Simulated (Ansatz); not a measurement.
Q: Name a neutral molecule of Al, B, C, O and H with LUMO energy (B3LYP/def2-TZVPP) between -2.70 and -2.40 eV and zero-point energy (PBE0-D4/def2-TZVP) between 168 and 184 kJ/mol (Ansatz, PBE0-D4/def2-TZVP geometry).

A: `[BH2][AlH][O]C` (-2.65 eV, 178.5 kJ/mol). Other molecules can fit too; these were computed, each in one conformer that needn't be the lowest.

B3LYP here is the variant with VWN-RPA as its local correlation; programs differ in this.
